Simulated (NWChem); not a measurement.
**Relativistic effects in MoO₃**

```xyz
4

Mo     0.1438     0.1374     0.0000
O      0.3055    -0.8237     1.3971
O      0.3055    -0.8237    -1.3971
O     -1.3661     0.9260     0.0000
```
Charge 0, spin multiplicity 1.

The numbers come from NWChem runs, not from measurements. Structure: optimised with B3LYP/def2-SVP with def2 effective core potentials on Mo, a minimum by its harmonic frequencies.

Functional B3LYP, all-electron basis x2c-SVPall-2c, contracted for the X2C Hamiltonian and used here with ZORA. The ion keeps the geometry and has multiplicity 2 in the scalar run; the spin-orbit run starts from the same electron counts.

Relative cost: rough, from shared machines, SCF included, scalar ZORA = 1.

B3LYP has NWChem's definition, with VWN1-RPA local correlation. The structure started from a generated list of species. The stability of the SCF solutions was not checked.

| Hamiltonian | ΔSCF ionisation energy (eV) | HOMO (eV) | LUMO (eV) | gap (eV) | relative cost |
|---|---|---|---|---|---|
| scalar ZORA | 11.47 | -8.81 | -5.12 | 3.68 | 1 |
| spin-orbit ZORA | 11.47 | -8.81 | -5.13 | 3.68 | under 3 |

From scalar ZORA to spin-orbit ZORA the ionisation energy hardly moves.
